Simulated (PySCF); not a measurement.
C₄H₂F₂N₂, SMILES Fc1ccc(F)nn1, point group C2v.

Level: PBE0/pcSseg-1 in PySCF (density fitting, grid level 2); geometry and Hessian at that level, cubic constants and property derivatives from steps of ±0.6 along each species' dimensionless normal coordinates, second-order vibrational perturbation theory. The parent has the commonest isotopes.

Equilibrium geometry (Å):

```tsv
atom	x	y	z
F1	2.6255	-0.4884	-0.0521
C2	1.3018	-0.4287	-0.0617
C3	0.6833	0.8078	0.1360
C4	-0.6880	0.8014	0.1144
C5	-1.2883	-0.4409	-0.1023
F6	-2.6111	-0.5129	-0.1340
N7	-0.6485	-1.5646	-0.2809
N8	0.6785	-1.5584	-0.2601
H9	1.2703	1.7076	0.2954
H10	-1.2881	1.6956	0.2552
```

(1) Give the equilibrium and ground-state rotational constants (MHz) of parent; ¹³C at 2.

(2) How is the parent's vibrational correction B0 − Be made up?

(3) And its quartic centrifugal distortion constants from the harmonic force field?

A mode lies under 250 cm⁻¹, where this perturbation treatment is rough.

Answers

(1) 
```tsv
species	Ae	Be	Ce	A0	B0	C0	Δ0 (u Å²)	harmonic ZPE (cm⁻¹)
parent	6011.1	1542	1227.2	5968.2	1534.5	1220.6	0.006	13326
¹³C at 2	6011.1	1534.2	1222.3	5968.5	1526.8	1215.8	0.006	13271
```

Δ0 = Ic − Ia − Ib from the ground-state constants.

(2) 
| axis | harmonic | Coriolis | cubic | total (MHz) |
| --- | --- | --- | --- | --- |
| a | 5.16 | -4.78 | -43.3 | -43 |
| b | 0.724 | -0.518 | -7.74 | -7.53 |
| c | 0.229 | -0.102 | -6.71 | -6.58 |

(3) Asymmetric top, A reduction, Ir representation: ΔJ = 0.0387 kHz, ΔJK = 0.0847 kHz, ΔK = 1.16 kHz, δJ = 0.00897 kHz, δK = 0.162 kHz.
